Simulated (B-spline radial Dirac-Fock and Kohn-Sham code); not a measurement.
# K-line shifts caused by a second vacancy in Ir⁷⁺

System: the Ir⁷⁺ ion in the configuration [Xe] 4f14 5d2, inside a Watson sphere of charge -7 and radius 2.7 Å (a model of the Madelung potential; inside it an electron's potential energy is raised by 37.3 eV).

Method: Dirac-Fock (average of configuration) total-energy differences with a finite nucleus, the Breit interaction including its frequency dependence, and self-energy and vacuum-polarisation corrections. Computed with a B-spline atomic structure program. Each two-hole energy is an average over J within one jj subconfiguration, not an observable level; in light atoms, where LS coupling holds, the j-resolved values are not observed lines, and for a K spectator the Kα1 hypersatellite is nearly forbidden. No correlation.

Lines without a spectator: Kα2 (K-L2) 63282.2 eV, Kα1 (K-L3) 64891.4 eV, Kβ3 (K-M2) 73195.0 eV, Kβ1 (K-M3) 73551.5 eV. Shifts in eV with one spectator hole (a dash: not computed, or left out as unreliable):

| spectator hole | Kα2 | Kα1 | Kβ3 | Kβ1 |
| --- | --- | --- | --- | --- |
| K (1s) | +1042.5 | +1128.7 | +1351.9 | +1372.2 |
| L2 (2p1/2) | +135.1 | +184.1 | – | +344.9 |
| L3 (2p3/2) | +97.9 | +109.1 | +252.8 | – |
| M2 (3p1/2) | – | +29.55 | +55.8 | +66.2 |
| M3 (3p3/2) | +15.30 | – | +46.0 | +46.9 |
| M4 (3d3/2) | +5.08 | +1.74 | – | – |
| M5 (3d5/2) | -0.54 | +3.78 | – | – |
